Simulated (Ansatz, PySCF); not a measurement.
MoF₅H, SMILES [F][MoH]([F])([F])([F])[F], multiplicity 1.

Coordinates come from a B3LYP-D3(BJ)/def2-SVP optimisation. A frequency run showed that this geometry is not a minimum. The spin state was assumed, not searched. The structure was generated by enumeration; whether it is a known compound was not checked. The def2 effective core potentials stand for the cores of Mo; spin–orbit coupling is left out.

Vertical ionisation energy (IE) and electron affinity (EA) in eV. Rows of orbital energies are one-electron estimates. Where ΔSCF, EOM or ADC give a negative EA the extra electron is unbound and the value depends on the basis.

| level | IE | EA |
|---|---|---|
| −ε(HOMO), −ε(LUMO), M06-2X/def2-TZVP (PySCF) | 11.52 | 4.91 |
| −ε(HOMO), −ε(LUMO), PBE/def2-TZVP (PySCF) | 8.11 | 6.15 |
| ΔSCF, PBE0/def2-SVPD (Ansatz), final states of multiplicity 2 and 2 | ? | ? |
| ΔSCF, PBE/def2-SVPD (Ansatz), final states of multiplicity 2 and 2 | 11.66 | 2.83 |

Problem. Complete the blanks. (The exact figures need the calculation; the answer reports its results.)

Solution. 
- ΔSCF, PBE0/def2-SVPD (Ansatz, a quantum-chemistry and plane-wave program), final states of multiplicity 2 and 2, IE: 12.22
- ΔSCF, PBE0/def2-SVPD (Ansatz), final states of multiplicity 2 and 2, EA: 3.64

Problem. What vertical singlet–triplet gap does ΔSCF give with PBE0/def2-SVPD (Ansatz) and with PBE/def2-SVPD (Ansatz)? (Estimate from the structure and the level; the computed values follow.)

Solution. 1.78 and 2.15 eV (triplet above singlet where positive).
